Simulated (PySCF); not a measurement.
The second ionisation energy along the 3d series

All values are computed (PySCF 2.14, energy differences of UHF-based or UKS calculations, no spin-orbit coupling). Values in eV. The last column holds reference values (NIST; (s) semi-empirical, (t) theoretical, else measured). Unmarked ones compare directly (S terms, centres of terms, or small fine structure); those marked * lie between the lowest fine-structure levels and include a spin-orbit shift.

```json
{"element": "Sc (def2-SVP, non-relativistic)", "configurations": "[Ar] 3d1 4s1 → [Ar] 3d1", "UHF": "12.107", "MP2 (valence)": "12.151", "SCS-MP2 (valence)": "12.122", "reference": "12.800 *"}
{"element": "Ti (def2-SVP, non-relativistic)", "configurations": "[Ar] 3d2 4s1 → [Ar] 3d2", "UHF": "12.797", "MP2 (valence)": "12.885", "SCS-MP2 (valence)": "12.826", "reference": "13.575 *"}
{"element": "V (def2-SVP, non-relativistic)", "configurations": "[Ar] 3d4 → [Ar] 3d3", "UHF": "13.074", "MP2 (valence)": "13.633", "SCS-MP2 (valence)": "13.260", "reference": "14.634 ± 0.007 *"}
{"element": "Cr (def2-SVP, non-relativistic)", "configurations": "[Ar] 3d5 → [Ar] 3d4", "UHF": "15.314", "MP2 (valence)": "16.040", "SCS-MP2 (valence)": "15.556", "reference": "16.486 *"}
{"element": "Mn (def2-SVP, non-relativistic)", "configurations": "[Ar] 3d5 4s1 → [Ar] 3d5", "UHF": "14.591", "MP2 (valence)": "14.770", "SCS-MP2 (valence)": "14.651", "reference": "15.640"}
{"element": "Co (def2-SVP, non-relativistic)", "configurations": "[Ar] 3d8 → [Ar] 3d7", "UHF": "13.842", "MP2 (valence)": "15.777", "SCS-MP2 (valence)": "15.649", "reference": "17.084 *"}
{"element": "Ni (def2-SVP, non-relativistic)", "configurations": "[Ar] 3d9 → [Ar] 3d8", "UHF": "14.593", "MP2 (valence)": "16.927", "SCS-MP2 (valence)": "16.684", "reference": "18.169 *"}
{"element": "Cu (def2-SVP, non-relativistic)", "configurations": "[Ar] 3d10 → [Ar] 3d9", "UHF": "17.454", "MP2 (valence)": "20.216", "SCS-MP2 (valence)": "19.863", "reference": "20.292 *"}
{"element": "Zn (def2-SVP, non-relativistic)", "configurations": "[Ar] 3d10 4s1 → [Ar] 3d10", "UHF": "16.432", "MP2 (valence)": "16.785", "SCS-MP2 (valence)": "16.736", "reference": "17.964"}
```

"Valence" correlates the outer s and p shells and, in groups 3 to 12 and the f block, the outer d or f shell, open or full, or the next shell where the ion has no valence electron left; the wider scheme adds the next inner shell.
